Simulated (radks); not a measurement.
Results of a calculation; reference values are marked as such.
Ionisation of the selenium ion Se+, [Ar] 3d10 4s2 4p3, to [Ar] 3d10 4s2 4p2 as the strength of local exchange is varied. Level of theory: Dirac Kohn-Sham, Slater X-alpha exchange (alpha = 2/3 is LDA exchange), no correlation, spin-unpolarised, spherical densities, finite nucleus; open shells are shared between the two j in proportion to 2j + 1; Fermi nuclear charge, rms radius 4.14 fm (a radial shooting solver on a logarithmic mesh with Libxc functionals).

alpha  E(Se+) (hartree)  exchange (hartree)  IE (eV)  -e of the level emptied (eV)  <r> of it (bohr)
0.55        -2409.31039           -66.69555   17.865                12.898 (4p3/2)             2.211
0.667       -2423.53907           -81.34761   19.261                14.180 (4p3/2)             2.151
0.731       -2431.35670           -89.43098   20.046                14.906 (4p3/2)             2.120
0.773       -2436.50024           -94.76201   20.570                15.391 (4p3/2)             2.100
0.799       -2439.68959           -98.07261   20.898                15.695 (4p3/2)             2.088
0.917       -2454.21469          -113.19794   22.416                17.110 (4p3/2)             2.036
0.944       -2457.54983          -116.68191   22.770                17.442 (4p3/2)             2.024
0.991       -2463.36574          -122.76707   23.394                18.026 (4p3/2)             2.005

NIST Atomic Spectra Database: 21.20 eV (measured). The Delta-SCF value meets it near alpha = 0.82. Spin polarisation and multiplet splitting are left out, so open shells lie too high by an amount that depends on their filling. Sharing an open shell by 2j + 1 raises it above the true ground level by a part of the spin-orbit splitting, which enters the differences from NIST.

Beside tabulated values, note that spin-unpolarised runs miss the spin-polarisation part of the exchange energy of open shells.
